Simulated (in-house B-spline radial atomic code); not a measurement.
**Ionising Yb3+ with different functionals**

Computed with an all-electron radial atomic-structure program (B-spline basis): four-component Dirac-Coulomb Hamiltonian, Fermi nucleus of rms radius 5.3108 fm, spin-restricted, spherical fractional occupations for the functionals. The ionisation energy is the difference of two self-consistent energies, [Xe] 4f13 → [Xe] 4f12, without Breit or QED terms; ε is the level of the shell that loses the electron (mean over j). The electron is taken from both j subshells in proportion to 2j + 1, so the result is a j average, not the step between ground levels.

Hybrids are left out here: with spherical fractional occupations of an open shell their exact exchange keeps a self-interaction that integer-occupation calculations don't have.

```
           method  rung  ΔSCF (eV)  -ε(4f) (eV)
         LDA VWN5   LDA      46.66        36.29
 relativistic LDA   LDA      46.83        36.45
         LDA PW92   LDA      46.65        36.28
LDA exchange-only   LDA      44.76        34.46
              PBE   GGA      46.28        35.92
           PBEsol   GGA      46.33        35.97
             BLYP   GGA      46.09        35.75
             RPBE   GGA      46.21        35.85
             PW91   GGA      46.38        36.02
             BP86   GGA      46.38        36.02
             AM05   GGA      46.39        36.02
             OLYP   GGA      46.81        36.37
```

Q: How do they compare with the NIST value?

A: NIST lists 43.61 eV ± 0.04 (semi-empirical, ground level to ground level). Errors run from +1.15 to +3.22 eV. The correlated functionals all miss on the same side by more than they spread, so the cause is common to them (Breit-QED terms, spin polarisation, the choice among j levels, multiplet and fine-structure energies, or a listed next ion that isn't the cheapest removal here) and closeness doesn't rank the functionals.
